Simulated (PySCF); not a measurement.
BH5O2Si, SMILES [SiH3]OBO.

The structure is a stationary point at B3LYP-D3(BJ)/def2-SVP. Other conformers were not sampled.

The numbers are results of TDDFT-B3LYP/def2-SVPD (PySCF 2.14.0), not measurements.

Vertical excitations. The molecule is in vacuum. State labels are in the subgroup Cs.

```json
[
 {"state": "S1", "symmetry": "A\"", "energy (eV)": "7.55", "λ (nm)": "164", "f": "0.003", "main pairs": "HOMO→LUMO 97 %"},
 {"state": "S2", "symmetry": "A'", "energy (eV)": "7.62", "λ (nm)": "163", "f": "0.012", "main pairs": "HOMO−1→LUMO 95 %"},
 {"state": "S3", "symmetry": "A\"", "energy (eV)": "7.94", "λ (nm)": "156", "f": "0.013", "main pairs": "HOMO−1→LUMO+1 95 %"},
 {"state": "S4", "symmetry": "A\"", "energy (eV)": "8.27", "λ (nm)": "150", "f": "0.021", "main pairs": "HOMO→LUMO+2 83 %"},
 {"state": "S5", "symmetry": "A'", "energy (eV)": "8.34", "λ (nm)": "149", "f": "0.018", "main pairs": "HOMO→LUMO+1 51 %, HOMO−1→LUMO+2 44 %"},
 {"state": "S6", "symmetry": "A'", "energy (eV)": "8.50", "λ (nm)": "146", "f": "0.050", "main pairs": "HOMO−1→LUMO+2 43 %, HOMO→LUMO+1 33 %, HOMO−2→LUMO 10 %, HOMO−1→LUMO+3 8 %"},
 {"state": "S7", "symmetry": "A\"", "energy (eV)": "8.56", "λ (nm)": "145", "f": "0.045", "main pairs": "HOMO→LUMO+3 86 %"},
 {"state": "S8", "symmetry": "A'", "energy (eV)": "8.64", "λ (nm)": "143", "f": "0.097", "main pairs": "HOMO−1→LUMO+3 51 %, HOMO−2→LUMO 42 %"},
 {"state": "S9", "symmetry": "A'", "energy (eV)": "8.72", "λ (nm)": "142", "f": "0.073", "main pairs": "HOMO−1→LUMO+3 37 %, HOMO−2→LUMO 37 %, HOMO→LUMO+1 11 %, HOMO−1→LUMO+2 7 %"},
 {"state": "S10", "symmetry": "A\"", "energy (eV)": "8.87", "λ (nm)": "140", "f": "0.001", "main pairs": "HOMO→LUMO+4 45 %, HOMO−1→LUMO+5 30 %, HOMO−2→LUMO+1 10 %, HOMO−3→LUMO 9 %"},
 {"state": "T1", "symmetry": "A\"", "energy (eV)": "7.24", "λ (nm)": "171", "f": "0", "main pairs": "HOMO→LUMO 89 %"},
 {"state": "T2", "symmetry": "A'", "energy (eV)": "7.31", "λ (nm)": "170", "f": "0", "main pairs": "HOMO−1→LUMO 87 %"},
 {"state": "T3", "symmetry": "A\"", "energy (eV)": "7.43", "λ (nm)": "167", "f": "0", "main pairs": "HOMO−1→LUMO+1 81 %, HOMO−2→LUMO+1 14 %"},
 {"state": "T4", "symmetry": "A'", "energy (eV)": "7.53", "λ (nm)": "165", "f": "0", "main pairs": "HOMO→LUMO+1 84 %"}
]
```
Triplets are in the Tamm–Dancoff approximation, which puts them higher than full response would, so one can lie above its singlet here.
